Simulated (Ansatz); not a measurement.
A displaced shape of singlet SiF4:

```xyz
5

Si    0.0052   -0.0473    0.0154
F     0.8949    0.8975    0.8743
F     0.8808   -0.9181   -0.8802
F    -0.8752    0.8868   -0.9125
F    -0.8692   -0.9265    0.9304
```

It was optimised with HF/def2-SVP in Ansatz (development build ahead of 0.2.0) to forces under 0.001 eV/Å, with restricted orbitals. Each step stands on the lowest determinant of that kind that the program's search found.

(1) What shape does it relax to, and how does the optimisation go?

## Answers

(1)

```xyz
5

Si    0.0073   -0.0215    0.0055
F     0.9173    0.8970    0.8943
F     0.9090   -0.9374   -0.8945
F    -0.9055    0.8716   -0.9061
F    -0.8916   -0.9172    0.9282
```

Bond lengths: Si1–F2 1.569 Å, Si1–F3 1.569 Å, Si1–F4 1.569 Å, Si1–F5 1.569 Å. Angles: F2–Si1–F3 109.5°, F2–Si1–F4 109.5°, F2–Si1–F5 109.5°, F3–Si1–F4 109.5°, F3–Si1–F5 109.5°, F4–Si1–F5 109.5°.

```tsv
step	E − E(start) (eV)	largest force (eV/Å)
1	0.0000	2.2069
2	-0.0579	1.3086
3	-0.0851	0.1411
4	-0.0858	0.0458
5	-0.0862	0.0237
6	-0.0862	0.0100
7	-0.0862	0.0006
```

The optimisation ended after 7 steps with its threshold met.
